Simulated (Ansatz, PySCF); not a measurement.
C$_{6}$H$_{13}$O$_{3}$ (SMILES COC[CH]OCCOC), doublet, geometry from GFN2-xTB. Base run: PBE/STO-3G run with PySCF.

Input for PySCF:
```python
from pyscf import gto, scf, dft

mol = gto.Mole()
mol.atom = '''
    C     3.360642    1.134120    0.156559
    O     2.629531    0.115883    0.789423
    C     2.221333   -0.941727   -0.098043
    C     1.253148   -0.538949   -1.140894
    O     0.001292   -0.064270   -0.881940
    C    -0.486887   -0.170923    0.436255
    C    -1.862978    0.482592    0.494992
    O    -2.830094   -0.449721    0.076098
    C    -4.121562    0.093475    0.001474
    H     4.261246    0.732733   -0.324647
    H     3.648771    1.835635    0.937381
    H     2.758903    1.654516   -0.597364
    H     3.109779   -1.362588   -0.587364
    H     1.800548   -1.688201    0.584001
    H     1.568556   -0.284215   -2.137164
    H     0.201098    0.323221    1.133347
    H    -0.590977   -1.225751    0.720673
    H    -1.871431    1.366322   -0.159982
    H    -2.074800    0.808660    1.525795
    H    -4.454279    0.465296    0.979395
    H    -4.166874    0.917907   -0.721024
    H    -4.778559   -0.710206   -0.323757
'''
mol.basis = 'sto-3g'
mol.charge = 0
mol.spin = 1
mol.verbose = 4
mol.build()

mf = dft.UKS(mol)
mf.xc = 'pbe'
mf.kernel()
```

The same geometry, method and basis name were run in Ansatz (an electronic-structure program) and PySCF, at each program's defaults and at the settings that a row names. The base is PySCF at its defaults. Differences at the defaults can come from grids, fitting, cores and function types together.

```json
[
 {"code and settings": "PySCF, defaults (exact integrals, its default grid, spherical functions)", "ΔE vs base (µEh)": "0.0", "basis functions": "58", "E (Eh)": "-455.50031", "SCF cycles": "11", "dipole (D)": "1.14"},
 {"code and settings": "Ansatz, defaults (factorised integrals, its default grid, spherical functions)", "ΔE vs base (µEh)": "-8.6", "basis functions": "58", "E (Eh)": "-455.50032", "SCF cycles": "-", "dipole (D)": "-"},
 {"code and settings": "PySCF, density fitting with def2-universal-jkfit", "ΔE vs base (µEh)": "-3146", "basis functions": "58", "E (Eh)": "-455.50346", "SCF cycles": "11", "dipole (D)": "1.14"},
 {"code and settings": "PySCF, fine grid", "ΔE vs base (µEh)": "-3.5", "basis functions": "58", "E (Eh)": "-455.50031", "SCF cycles": "11", "dipole (D)": "1.14"},
 {"code and settings": "Ansatz, high accuracy", "ΔE vs base (µEh)": "-3.4", "basis functions": "58", "E (Eh)": "-455.50031", "SCF cycles": "-", "dipole (D)": "-"}
]
```

Open shells are given as the SCF converged; they aren't shown to be the lowest states, and a large step between rows can be another state.
